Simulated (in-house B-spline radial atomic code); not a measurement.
# Cu XXVII (Cu26+): [He] 2s1

Computed with a radial B-spline atomic code at the basis-set limit: Dirac-Kohn-Sham wB97X, spherical fractional occupations, Fermi nucleus of rms radius 3.8823 fm.

Z_r = [3n² - l(l+1)]/(2<r>); Z_e = n√(-2ε); the last column is Slater's effective charge. Values are occupation-weighted means over j. An effective charge above Z reflects the relativistic contraction of the inner shells.

```
shell  electrons   ε (eV)  <r> (bohr)    Z_r    Z_e  Slater
   1s          2   -10771     0.05168  29.03  28.14   28.70
   2s          1  -2533.4      0.2131  28.16  27.29   27.30
```

The least bound orbital is 2s1/2 at -2533 eV, and it is also the most diffuse (<r> = 0.2131 bohr).

For the 1s electron the small component carries 1.11 % of the norm, the zero-frequency Breit interaction raises the level by 9.051 eV, self-energy by 6.064 eV, and vacuum polarisation lowers it by 0.5508 eV.

Caution: exact exchange at fractional occupations of open shells leaves self-interaction of up to several eV.
